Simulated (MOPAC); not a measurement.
MOPAC input (PM6):

```
PM6 PRECISE GNORM=0.05 LET XYZ CHARGE=1 GEO-OK AUX(PRECISION=9) THREADS=1
ClSe

Se   -0.00000000 1   -0.00000000 1   -0.68077172 1
Cl    0.00000000 1    0.00000000 1    1.36154344 1
```

Output:

```
 *******************************************************************************
 **                                                                           **
 **                              MOPAC v23.2.5                                **
 **                                                                           **
 *******************************************************************************
 ** MOPAC's Digital Object Identifier: https://doi.org/10.5281/zenodo.6511958 **
 **                                                                           **
 ** Please cite the open-source release paper for use of this MOPAC version:  **
 ** J. E. Moussa and J. J. P. Stewart (2026)                                  **
 ** MOPAC: An open-source semiempirical molecular orbital program             **
 ** J. Open Source Softw., 11(119), 8025, https://doi.org/10.21105/joss.08025 **
 *******************************************************************************

                              PM6 CALCULATION RESULTS

 *******************************************************************************
 *  PM6        - The PM6 Hamiltonian to be used
 *  GEO-OK     - OVERRIDE INTERATOMIC DISTANCE AND OTHER SAFETY CHECKS
 *
 *
 *
 *                 CHARGE ON SYSTEM = +1
 *
 *
 *
 *  LET        - OVERRIDE SOME SAFETY CHECKS
 *  PRECISE    - TIGHTER CRITERIA TO BE USED
 *  XYZ        - CARTESIAN COORDINATE SYSTEM TO BE USED
 *  GNORM      - EXIT WHEN GRADIENT NORM DROPS BELOW 0.050
 *  AUX        - OUTPUT AUXILIARY INFORMATION
 *******************************************************************************
PM6 PRECISE GNORM=0.05 LET XYZ CHARGE=1 GEO-OK AUX(PRECISION=9) THREADS=1
 ClSe

   ATOM   CHEMICAL          X               Y               Z
  NUMBER   SYMBOL      (ANGSTROMS)     (ANGSTROMS)     (ANGSTROMS)

     1      Se         -0.00000000  *  -0.00000000  *  -0.68077172  *
     2      Cl          0.00000000  *   0.00000000  *   1.36154344  *

          CARTESIAN COORDINATES

    NO.       ATOM           X           Y           Z

     1        Se         -0.0000     -0.0000     -0.6808
     2        Cl          0.0000      0.0000      1.3615

 General Reference for PM6:
 "Optimization of Parameters for Semiempirical Methods V: Modification of NDDO Approximations
 and Application to 70 Elements", J. J. P. Stewart, J. Mol. Mod., 13, 1173-1213 (2007)
 URL: https://link.springer.com/article/10.1007/s00894-007-0233-4

           Empirical Formula: Se Cl  =     2 atoms

      MOLECULAR POINT GROUP   :   C*v

      RHF CALCULATION, NO. OF DOUBLY OCCUPIED LEVELS = 6

          Geometry optimization using EF

          DIAGONAL MATRIX USED AS START HESSIAN

 CYCLE:     1  GRAD.:    71.467 HEAT:  254.9634
 CYCLE:     2  GRAD.:   115.760 HEAT:  262.6685
 CYCLE:     3  GRAD.:    23.926 HEAT:  253.3825
 CYCLE:     4  GRAD.:    11.921 HEAT:  253.1724
 CYCLE:     5  GRAD.:     0.683 HEAT:  253.1131
 CYCLE:     6  GRAD.:     0.027 HEAT:  253.1129

     GRADIENT =  0.02668 IS LESS THAN CUTOFF =  0.05000

 -------------------------------------------------------------------------------
 PM6 PRECISE GNORM=0.05 LET XYZ CHARGE=1 GEO-OK AUX(PRECISION=9) THREADS=1
 ClSe

     GEOMETRY OPTIMISED USING EIGENVECTOR FOLLOWING (EF).
     SCF FIELD WAS ACHIEVED

                              PM6 CALCULATION
                                                       MOPAC v23.2.5 Linux

          FINAL HEAT OF FORMATION =        253.11285 KCAL/MOL =    1059.02417 KJ/MOL

          COSMO AREA              =         85.37 SQUARE ANGSTROMS
          COSMO VOLUME            =         69.52 CUBIC ANGSTROMS

          GRADIENT NORM           =          0.02668          =       0.01886 PER ATOM
          IONIZATION POTENTIAL    =         14.649627 EV
          HOMO LUMO ENERGIES (EV) =        -14.650 -9.899
          NO. OF FILLED LEVELS    =          6
          MOLECULAR WEIGHT        =        114.4130         POINT GROUP:  C*v

          MOLECULAR DIMENSIONS (Angstroms)

            Atom       Atom       Distance
           Cl     2   Se     1     2.11905
           Cl     2   Se     1     0.00000
           Se     1   Cl     2     0.00000

          SCF CALCULATIONS        =          7

   ATOM   CHEMICAL          X               Y               Z
  NUMBER   SYMBOL      (ANGSTROMS)     (ANGSTROMS)     (ANGSTROMS)

     1      Se          0.00000000  *   0.00000000  *  -0.71913825  *
     2      Cl         -0.00000000  *   0.00000000  *   1.39990997  *

                             CARTESIAN COORDINATES

   1   Se        0.000000000     0.000000000    -0.719138250
   2   Cl       -0.000000000     0.000000000     1.399909970

           Empirical Formula: Se Cl  =     2 atoms

      MOLECULAR POINT GROUP   :   C*v

                  EIGENVALUES
 -31.42625 -24.94219 -19.65812 -18.16316 -17.98283 -14.64963  -9.89922  -7.62938
  76.68815  76.87417  77.19184  77.85722  77.89142

              NET ATOMIC CHARGES AND DIPOLE CONTRIBUTIONS

  ATOM NO.   TYPE          CHARGE      No. of ELECS.   s-Pop       p-Pop       d-Pop
    1         Se           0.795621        5.2044     1.99591     3.20847
    2         Cl           0.204379        6.7956     1.99554     4.79691     0.00316
 DIPOLE           X         Y         Z       TOTAL
 POINT-CHG.     0.000    -0.000    -1.074     1.074
 HYBRID         0.000    -0.000     0.450     0.450
 SUM            0.000    -0.000    -0.623     0.623

          ATOMIC ORBITAL ELECTRON POPULATIONS

     Atom    s        px        py        pz      x^2-y^2     xz        z^2       yz        xy
    1 Se   1.99591   1.99853   0.38991   0.82004
    2 Cl   1.99554   1.99993   1.60928   1.18771   0.00000   0.00154   0.00080   0.00082   0.00000

 **********************
 *                    *
 * JOB ENDED NORMALLY *
 *                    *
 **********************

 == MOPAC DONE ==
```

The dipole moment of an ion depends on the origin.
